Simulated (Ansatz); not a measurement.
Ansatz results at the PBE0-D4/def2-TZVP geometry: size of the dipole moment (B3LYP/def2-TZVPP) 2.58 D; HOMO energy (PBE/def2-TZVPP) -6.41 eV; HOMO energy (ωB97M-V/def2-TZVPP) -9.79 eV.

(1) Which molecule gave them?
A. `[CH3][Zr]1234([F])([F])[C@@H]5[C@H]1[C@H]2[C@@]3([SiH3])[C@@H]54`
B. `[C@H]12[C@@H]3[C@@H]4[C@@H]5[C@H]1[Cu]2345`
C. `CC[C@@]12[C@H]3[C@H]4[C@H]5[C@@H]1[Os]45321678[C@@H]2[C@H]1[C@H]6[C@@]7(CC)[C@@H]28`
D. `C[N](C)[Ti]1234([CH3])([OH])[C@@H]5[C@H]1[C@H]2[C@@]3([SiH3])[C@@H]54`

## Answers

(1) A. The others give `[C@H]12[C@@H]3[C@@H]4[C@@H]5[C@H]1[Cu]2345`: 2.52, -4.52, -7.85; `CC[C@@]12[C@H]3[C@H]4[C@H]5[C@@H]1[Os]45321678[C@@H]2[C@H]1[C@H]6[C@@]7(CC)[C@@H]28`: 0.18, -4.51, -8.00; `C[N](C)[Ti]1234([CH3])([OH])[C@@H]5[C@H]1[C@H]2[C@@]3([SiH3])[C@@H]54`: 1.13, -5.21, -8.60.

B3LYP here is the variant with VWN-RPA as its local correlation; programs differ in this.
